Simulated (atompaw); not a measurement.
**What one change does to a pseudopotential (As (Z = 33), PAW (atompaw))**

| Property | Result |
| --- | --- |
| Element | As (Z = 33) |
| Generator | atompaw 4.2.0.5 |
| Type | PAW |
| Functional | PBEsol |
| Relativity | scalar-relativistic |
| Frozen core | [Ar] |
| Valence charge | 15 |
| Reference configuration | 3d10 4s2 4p3 |
| Partial waves | 4s (bound): rc 2.10 bohr; 4s channel at 2.1 Ry: rc 1.80 bohr; 4p (bound): rc 2.10 bohr; 4p channel at 2.9 Ry: rc 2.10 bohr; 3d (bound): rc 1.20 bohr; 3d channel at 0.45 Ry: rc 1.20 bohr |
| Local potential | bessel scheme, radius 1.60 bohr |
| Core correction | smooth core density matched at 2.00 bohr |
| Augmentation charge | besselshape compensation charge, radius 1.70 bohr; PAW radius 2.10 bohr; waves and projectors: custom rrkj vanderbiltortho |

Change: all radii scaled by about 1.20 (s 2.52, p 2.52, d 1.44 bohr); local potential bessel scheme, radius 1.92 bohr; augmentation besselshape compensation charge, radius 2.04 bohr; PAW radius 2.52 bohr; waves and projectors: custom rrkj vanderbiltortho; core correction smooth core density matched at 2.40 bohr.

Cutoffs: the cutoffs (Ry, on a coarse ladder) from which the occupation-weighted sum of valence levels, in a spherical-Bessel basis at the reference potential, stays within 10 and 1 mRy of its value at 400 Ry; they do not see the model core or the augmentation charge, which bear on the density cutoff.

Question: What does the change do?

Answer: The potential gets softer (100 Ry and 180 Ry → 55 Ry and 90 Ry); neither file shows a bound ghost. A larger radius leaves more room for a smooth pseudo-wave, so fewer plane waves are needed.

| quantity | base | changed |
| --- | --- | --- |
| cutoff, loose | 100 Ry | 55 Ry |
| cutoff, tight | 180 Ry | 90 Ry |
| loose cutoff by channel (10 mRy a level) | s 6 Ry, p 8 Ry, d 70 Ry | s 6 Ry, p 8 Ry, d 45 Ry |
| bound ghosts | none | none |
| lowest overlap eigenvalue by channel | s 0.57, p 0.62, d 0.16 | s 0.48, p 0.30, d 0.93 |

 The cutoffs see the waves, projectors and local potential, not the compensation charge or the core.
